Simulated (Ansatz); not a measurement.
A nudged elastic band was laid between two geometries of AlH11OSi4 (17 atoms, charge 0, multiplicity 1).

These are results of RKS PBE-D4/6-31G* (Ansatz 0.2.0), not measurements.

```json
{
  "movable images": "5",
  "climbing image": "yes",
  "spring": "5.0 eV/Å²",
  "optimiser": "quadratic models (default)",
  "start path": "straight line",
  "force threshold": "0.05 eV/Å",
  "iteration limit": "60",
  "end points": "relaxed"
}
```

Initial state:

```xyz
17
Properties=species:S:1:pos:R:3
O -0.625 -2.955 -0.322
Al 0.140 -1.407 -0.534
Si 2.436 -1.215 0.308
Si -0.866 0.426 -1.855
Si -0.590 2.155 -0.286
Si -1.107 0.931 1.650
H -1.520 -3.096 -0.680
H 3.468 -1.548 -0.737
H 2.706 -2.093 1.499
H 2.708 0.204 0.738
H -0.203 0.747 -3.167
H -2.344 0.283 -2.114
H -1.450 3.381 -0.411
H 0.850 2.577 -0.198
H -0.593 1.406 2.976
H -2.576 0.638 1.756
H -0.453 -0.435 1.418
```

Final state:

```xyz
17
Properties=species:S:1:pos:R:3
O -1.173 -2.769 0.152
Al -0.078 -1.474 -0.240
Si 2.217 -1.325 0.653
Si -0.825 0.076 -1.997
Si -0.383 2.085 -0.859
Si -1.066 1.425 1.289
H -0.938 -3.392 0.864
H 2.626 0.121 0.779
H 3.240 -1.986 -0.234
H 2.369 -1.935 2.023
H -0.083 0.009 -3.304
H -2.299 0.027 -2.292
H -1.088 3.337 -1.298
H 1.094 2.358 -0.803
H -0.499 2.132 2.484
H -2.558 1.336 1.418
H -0.577 -0.024 1.407
```

(1) What changes between the two ends?

(2) What energy profile does the band end with?

(3) What is the geometry of the highest image?

The band took 29 iterations and about 13 core-minutes.

Answers

(1) No bond is made or broken. The dihedral H7–O1–Al2–Si4 goes from -5 to -178°.

(2) It converged. The highest image is number 3 of 0 to 6, 0.144 eV above the first end and 0.146 eV above the last; the last end lies 0.002 eV below the first. The order of the stationary point at the top wasn't checked.

```json
{"image": "0", "path coordinate (Å)": "0.00", "energy (eV)": "0.000", "dihedral H7–O1–Al2–Si4 (°)": "-5"}
{"image": "1", "path coordinate (Å)": "1.18", "energy (eV)": "0.007", "dihedral H7–O1–Al2–Si4 (°)": "-6"}
{"image": "2", "path coordinate (Å)": "2.35", "energy (eV)": "0.019", "dihedral H7–O1–Al2–Si4 (°)": "-7"}
{"image": "3", "path coordinate (Å)": "3.53", "energy (eV)": "0.144", "dihedral H7–O1–Al2–Si4 (°)": "-95"}
{"image": "4", "path coordinate (Å)": "4.42", "energy (eV)": "0.017", "dihedral H7–O1–Al2–Si4 (°)": "-176"}
{"image": "5", "path coordinate (Å)": "5.32", "energy (eV)": "0.003", "dihedral H7–O1–Al2–Si4 (°)": "-178"}
{"image": "6", "path coordinate (Å)": "6.22", "energy (eV)": "-0.002", "dihedral H7–O1–Al2–Si4 (°)": "-178"}
```

(3) 
```xyz
17
Properties=species:S:1:pos:R:3
O -0.834 -2.918 -0.072
Al 0.033 -1.444 -0.361
Si 2.360 -1.218 0.426
Si -0.790 0.234 -1.977
Si -0.442 2.101 -0.591
Si -1.157 1.132 1.425
H -1.484 -3.096 0.627
H 3.094 -0.127 -0.310
H 3.167 -2.478 0.262
H 2.423 -0.850 1.887
H -0.039 0.373 -3.274
H -2.261 0.186 -2.295
H -1.183 3.381 -0.858
H 1.020 2.411 -0.439
H -0.638 1.648 2.735
H -2.648 0.977 1.502
H -0.638 -0.313 1.353
```

Run time: 6.9 min on 2 threads of Intel(R) Xeon(R) Platinum 8488C (Sapphire Rapids) (shared host), peak memory 0.24 GiB.
